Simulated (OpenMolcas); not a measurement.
## P V: effect of the IPEA shift

| Property | Result |
| --- | --- |
| Program | OpenMolcas 26.06 |
| Basis | ANO-RCC-VQZP [6s5p3d2f1g] |
| Scalar Hamiltonian | DKH2, point nucleus |
| Active space | 1 electron in 4 orbitals (3s 3p) |
| State averaging | 2S+1 = 2 even, 1 root; 2S+1 = 2 odd, 3 roots |
| Spin-orbit coupling | state interaction with AMFI integrals over the reference wave functions, term energies averaged over their components |

Methods on the same reference wave functions:
A. CASSCF
B. SS-CASPT2, IPEA 0 Eh, imaginary shift 0.1 Eh (closed shells correlated: 2s 2p)
C. SS-CASPT2, IPEA 0.25 Eh, imaginary shift 0.1 Eh (closed shells correlated: 2s 2p)

Energies in cm-1 above 3s 2S 1/2, the measured ground level; measured values from Martin, Zalubas and Musgrove, J. Phys. Chem. Ref. Data 14, 751 (1985).

```csv
Level,A,B,C,Measured
3s 2S 1/2,0.0,0.0,0.0,0.0
3p 2P* 1/2,88281,88725,88723,88652
3p 2P* 3/2,88955,89399,89397,89447
```

Deviations, from unrounded energies. A percentage is the sum of absolute deviations over the sum of measured energies, with the sign that they share, or ± where signs differ.

```csv
Against measurement,Levels,A,B,C
mean absolute deviation (cm-1),2,430,61,61
other configurations (%),2,-0.5,±0.1,±0.1
```

B, C lie about equally close to measurement and A furthest from it. The largest miss of B in the table is 3p 2P* 1/2, by +73 cm-1. The ranking rests on the paired levels alone, and a cruder setting can come out closer through cancelling errors.

Between B and C no level of the table moves by more than 5 cm-1.

The two smallest mean deviations differ by little beside CASPT2's spread within terms, so their order carries little weight.

The lowest spin-free term lies below A's lowest term by 0.038 hartree in B, 0.038 hartree in C.

With one active electron the reference holds no correlation, so core polarisation is missing (holds for A). With one active electron, CASPT2 adds the correlation within the correlated inactive shells and between them and that electron, and leaves the splitting within a term as the reference gives it (holds for B; C). Computed and measured levels are paired by configuration, term and J; levels that our copy of the source lacks, or whose pairing is in doubt (as where it misses far off the trend of its configuration), stay unpaired and out of the deviations. Only configurations of the active space appear.

* marks odd parity.
